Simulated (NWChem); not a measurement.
All runs are NWChem calculations. System: C3H2F3, charge 0, spin multiplicity 2, at a geometry optimised with UPBE/def2-SVP. The structure started from a generated list of species. Its SCF solution wasn't tested for a lower state. Level: G0W0@UPBE/def2-TZVP, RI basis def2-tzvp-rifit.

Job file:

```
start mol
memory heap 200 mb stack 700 mb global 1700 mb
geometry units angstroms nocenter noautoz
  C      1.850520     0.513938     0.000000
  C      0.693041    -0.242718     0.000000
  F      0.768701    -1.590910     0.000000
  C     -0.613122     0.258656     0.000000
  F     -0.875737     1.556145     0.000000
  F     -1.693835    -0.498380     0.000000
  H      1.800219     1.609352     0.000000
  H      2.824982     0.009697     0.000000
  symmetry group Cs
end
basis spherical
  * library def2-tzvp
end
basis "ri basis" bse spherical
  * library def2-tzvp-rifit
end
dft
  xc xpbe96 cpbe96
  odft
  mult 2
  iterations 100
  direct
  tolerances tight
end
task dft energy
gw
  method cdgw
  states alpha occ 4 vir 2
  states beta occ 4 vir 2
end
task dft gw
```

Output (cleaned and shortened):

```
             Northwest Computational Chemistry Package (NWChem) 7.3.0
             --------------------------------------------------------

                                NWChem Input Module
                                -------------------

 Scaling coordinates for geometry "geometry" by  1.889725989
 (inverse scale =  0.529177249)

 Turning off AUTOSYM since
 SYMMETRY directive was detected!

                             Geometry "geometry" -> ""
                             -------------------------

 Output coordinates in angstroms (scale by  1.889725989 to convert to a.u.)

  No.       Tag          Charge          X              Y              Z
 ---- ---------------- ---------- -------------- -------------- --------------
    1 C                    6.0000     1.85052000     0.51393800     0.00000000
    2 C                    6.0000     0.69304100    -0.24271800     0.00000000
    3 F                    9.0000     0.76870100    -1.59091000     0.00000000
    4 C                    6.0000    -0.61312200     0.25865600     0.00000000
    5 F                    9.0000    -0.87573700     1.55614500     0.00000000
    6 F                    9.0000    -1.69383500    -0.49838000     0.00000000
    7 H                    1.0000     1.80021900     1.60935200     0.00000000
    8 H                    1.0000     2.82498200     0.00969700     0.00000000

 Effective nuclear repulsion energy (a.u.)     232.2369207884

            Nuclear Dipole moment (a.u.)
            ----------------------------
        X                 Y               Z
 ---------------- ---------------- ----------------
    -0.0000075589     0.0000000000     0.0000000000

      Symmetry information
      --------------------

 Group name             Cs
 Group number              2
 Group order               2
 No. of unique centers     8

      Symmetry unique atoms

     1    2    3    4    5    6    7    8


 Summary of "ao basis" -> "" (spherical)
 ------------------------------------------------------------------------------
       Tag                 Description            Shells   Functions and Types
 ---------------- ------------------------------  ------  ---------------------
 *                         def2-tzvp                  on all atoms

 new library libraries.bse/

 Summary of "ri basis" -> "" (spherical)
 ------------------------------------------------------------------------------
       Tag                 Description            Shells   Functions and Types
 ---------------- ------------------------------  ------  ---------------------
 *                      def2-tzvp-rifit               on all atoms

  pbe96 is a nonlocal functional; adding pw91lda local functional.

                                 NWChem DFT Module
                                 -----------------

 Summary of "ao basis" -> "ao basis" (spherical)
 ------------------------------------------------------------------------------
       Tag                 Description            Shells   Functions and Types
 ---------------- ------------------------------  ------  ---------------------
 C                         def2-tzvp                11       31   5s3p2d1f
 F                         def2-tzvp                11       31   5s3p2d1f
 H                         def2-tzvp                 4        6   3s1p

 Summary of "ao basis" -> "ao basis" (spherical)
 ------------------------------------------------------------------------------
       Tag                 Description            Shells   Functions and Types
[...]
   alpha    121    122    123    124    125    126    127    128    129    130
    beta    121    122    123    124    126    125    127    128    129    130
 overlap   0.978  0.980  0.974  0.988  0.990  0.990  0.992  0.993  0.998  0.992

   alpha    131    132    133    134    135    136    137    138    139    140
    beta    131    133    132    134    135    136    137    138    139    140
 overlap   0.995  0.999  0.996  0.999  0.994  0.994  0.999  0.990  0.989  0.998

   alpha    141    142    143    144    145    146    147    148    149    150
    beta    141    142    143    144    145    146    147    148    149    150
 overlap   0.998  1.000  0.999  0.999  1.000  1.000  1.000  1.000  1.000  1.000

   alpha    151    152    153    154    155    156    157    158    159    160
    beta    151    152    153    154    155    156    157    158    160    159
 overlap   1.000  1.000  1.000  1.000  1.000  1.000  0.994  0.998  0.999  0.992

   alpha    161    162    163    164    165    166    167    168    169    170
    beta    161    162    163    164    165    166    167    168    169    170
 overlap   0.998  1.000  0.999  1.000  1.000  1.000  1.000  0.999  0.999  0.999

   alpha    171    172    173    174    175    176    177    178    179    180
    beta    172    171    173    174    175    176    177    178    179    180
 overlap   0.999  1.000  1.000  1.000  1.000  1.000  1.000  1.000  0.995  0.999

   alpha    181    182    183    184    185    186    187    188    189    190
    beta    181    182    183    184    185    186    187    188    189    190
 overlap   0.995  0.999  0.999  0.997  0.997  0.998  1.000  0.995  0.995  1.000

   alpha    191    192    193    194    195    196    197    198
    beta    191    192    193    194    195    196    197    198
 overlap   1.000  1.000  1.000  1.000  1.000  1.000  1.000  1.000

     --------------------------
     Expectation value of S2:
     --------------------------
      <S2> =      0.7629 (Exact =     0.7500)

 center of mass
 --------------
 x =  -0.12703488 y =  -0.04253729 z =   0.00000000

 moments of inertia (a.u.)
 ------------------
         378.717103115172          81.390468914837           0.000000000000
          81.390468914837         509.061491351084           0.000000000000
           0.000000000000           0.000000000000         887.778594466256

     Multipole analysis of the density
     ---------------------------------

     L   x y z        total         alpha         beta         nuclear
     -   - - -        -----         -----         ----         -------
     0   0 0 0     -0.000000    -24.000000    -23.000000     47.000000

     1   1 0 0      0.223599     -0.368634      0.592241     -0.000008
     1   0 1 0      0.342034     -0.258173      0.600207      0.000000
     1   0 0 1     -0.000000     -0.000000      0.000000      0.000000

     2   2 0 0    -22.999802   -149.524702   -141.116534    267.641434
     2   1 1 0      0.702149     15.569340     17.285677    -32.152868
     2   1 0 1     -0.000000     -0.000000     -0.000000      0.000000
     2   0 2 0    -25.016848   -105.670264   -104.107994    184.761410
     2   0 1 1      0.000000      0.000000      0.000000      0.000000
     2   0 0 2    -24.502252    -13.235057    -11.267195      0.000000

 Task  times  cpu:       46.2s     wall:       46.2s

                                NWChem Input Module
                                -------------------

                                 NWChem GW Module
                                 ----------------

                             ***********************
                             ***        GW       ***
                             ***********************

 Summary of "ri basis" -> "ri basis" (spherical)
 ------------------------------------------------------------------------------
       Tag                 Description            Shells   Functions and Types
 ---------------- ------------------------------  ------  ---------------------
 C                      def2-tzvp-rifit             22       76   8s6p4d3f1g
 F                      def2-tzvp-rifit             22       76   8s6p4d3f1g
 H                      def2-tzvp-rifit              7       15   4s2p1d

                 Memory Information
                 ------------------
          Available GA per process is          1699.4 MBs
          Available stack per process is        700.0 MBs
          Available heap per process is           0.9 MBs

          Peak memory in Initialization
              Peak GA per process is                 39.7 MBs
              Peak stack per process is               0.5 MBs
              Peak heap per process is               40.1 MBs
              Memory not in MA per process            0.0 MBs

          Peak memory in CDGW Calculation
              Peak GA per process is                 43.2 MBs
              Peak stack per process is               3.6 MBs
              Peak heap per process is                5.8 MBs
              Memory not in MA per process            0.1 MBs

          Computing 2-center integrals
          Computing Inverse Cholesky factor
          Computing 3-center integrals
          Computing Vxc

          Computing Sigma_x
          Computing W(iw) on the imaginary grid
          Solving quasiparticle equations

                  Alpha Orbitals
          State     Energy (eV)     Error (eV)
          -----------------------------------
@GW        21        -14.036           0.005
@GW        22        -13.215           0.005
@GW        23         -9.343           0.005
@GW        24         -7.482           0.002
@GW        25          2.982           0.002
@GW        26          3.364           0.002

                   Beta Orbitals
          State     Energy (eV)     Error (eV)
          -----------------------------------
@GW        20        -14.505           0.003
@GW        21        -13.906           0.005
@GW        22        -13.149           0.005
@GW        23        -10.044           0.003
@GW        24         -0.598           0.002
@GW        25          3.553           0.002

     GW Timing Statistics
   ------------------------
   Init.   :          0.1s
     ERIs  :          2.2s
     Distr.:          0.1s
     Vxc   :          0.4s
   Vmo     :          0.0s
   iW      :          7.7s
   I_n     :          0.0s
   R_n     :          5.1s
   GW total:         15.6s

 Task  times  cpu:       15.6s     wall:       15.6s

 Total times  cpu:       61.8s     wall:       61.8s
```
